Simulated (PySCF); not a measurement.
## Solvent effects on NMR parameters

Geometry (Å), atoms numbered from 1 in this order:
```xyz
19

C     3.680   -0.014   -0.840
O     2.344    0.286   -1.225
C     1.386   -0.086   -0.368
O     1.616   -0.639    0.681
Si   -0.413    0.327   -0.907
C    -1.301    1.115    0.556
C    -2.529    0.197    0.684
C    -2.118   -1.206    0.232
O    -1.309   -1.088   -0.927
H     4.322    0.326   -1.661
H     3.944    0.507    0.092
H     3.805   -1.095   -0.678
H    -0.439    0.992   -2.237
H    -1.569    2.175    0.445
H    -0.644    1.022    1.436
H    -2.930    0.176    1.710
H    -3.336    0.562    0.027
H    -1.551   -1.719    1.031
H    -2.992   -1.831   -0.013
```

GIAO PBE0/pcSseg-1 in PySCF on one PBE0-D3(BJ)/def2-SVP conformer, non-relativistic, equivalent nuclei averaged. Solvents enter as an IEF-PCM continuum (chloroform with ε = 4.7) around the gas-phase geometry. Shifts are referred to TMS computed in the same medium.

Gas phase, δ in ppm: C3 188.5, C8 71.1, C1 50.6, C7 29.6, C6 10.6, Si5 -1.5, H13 4.96, H19 4.13, H18 3.83, H10/H11/H12 3.65, H16 1.92, H17 1.54, H15 1.11, H14 0.92. Dipole moment 1.62 D.

(1) How does each δ change in the continuum?

(2) Which nuclei move most (in ppm), and what does the model miss?

Answers

(1) 
| atoms | environment | Δδ, chloroform |
| --- | --- | --- |
| C3 | carbonyl carbon | +2.9 |
| C8 | sp3 CH2 bonded to O | +1.2 |
| C1 | methyl carbon bonded to O | +1.1 |
| C7 | sp3 CH2 in a ring | +0.3 |
| C6 | sp3 CH2 bonded to Si | +0.9 |
| Si5 | silicon bonded to 2 C, O, H, in a 5-membered ring | +1.7 |
| H13 | hydrogen on a silicon bonded to 2 C, O, in a 5-membered ring | -0.02 |
| H19 | hydrogen on an sp3 CH2 bonded to O | +0.09 |
| H18 | hydrogen on an sp3 CH2 bonded to O | -0.01 |
| H10/H11/H12 | hydrogen on a methyl carbon bonded to O | +0.11 |
| H16 | hydrogen on an sp3 CH2 in a ring | +0.09 |
| H17 | hydrogen on an sp3 CH2 in a ring | +0.09 |
| H15 | hydrogen on an sp3 CH2 bonded to Si | -0.01 |
| H14 | hydrogen on an sp3 CH2 bonded to Si | +0.20 |

Changes are relative to the gas phase. The dipole moment becomes 1.99 D in chloroform.

(2) C3 (carbonyl carbon, +2.9 ppm) in chloroform. A continuum only polarises the solute; specific hydrogen bonds, the anisotropy of aromatic solvents and changes of geometry or conformer are outside it.
